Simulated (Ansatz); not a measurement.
System: C$_{7}$H$_{14}$ (charge 0, singlet). 
Structure (B3LYP-D3(BJ)/def2-TZVP (Ansatz, an electronic-structure program) minimum search):
SMILES: C=CCCCCC
```xyz
21

C      3.6805    -0.1131     0.1284
C      2.2922    -0.7454     0.1638
C      1.1714     0.2561    -0.1033
C     -0.2209    -0.3666    -0.0667
C     -1.3408     0.6465    -0.3310
C     -2.7003     0.0207    -0.3388
C     -3.6874     0.3199     0.4958
H      3.8821     0.3376    -0.8465
H      3.7725     0.6744     0.8804
H      4.4616    -0.8506     0.3218
H      2.2374    -1.5515    -0.5752
H      2.1285    -1.2161     1.1386
H      1.3325     0.7267    -1.0799
H      1.2263     1.0644     0.6347
H     -0.3890    -0.8365     0.9074
H     -0.2795    -1.1712    -0.8077
H     -1.3051     1.4401     0.4209
H     -1.1564     1.1238    -1.3009
H     -2.8614    -0.7508    -1.0886
H     -3.5702     1.0798     1.2606
H     -4.6471    -0.1784     0.4453
```
Charge 0, spin multiplicity 1.

Basis-set convergence of Hartree-Fock and CCSD correlation energies (hartree) with Ansatz. Cores are frozen in the correlated levels unless marked. Spin-orbit coupling is left out. Non-relativistic.

```csv
basis,functions,E(HF),"E(corr, CCSD)"
cc-pVDZ,168,-273.23193,-1.08290
cc-pVTZ,406,[?],[?]
```

Q: Some entries are withheld; supply them.

A: 
- cc-pVTZ, E(HF): -273.30735
- cc-pVTZ, E(corr, CCSD): -1.28079
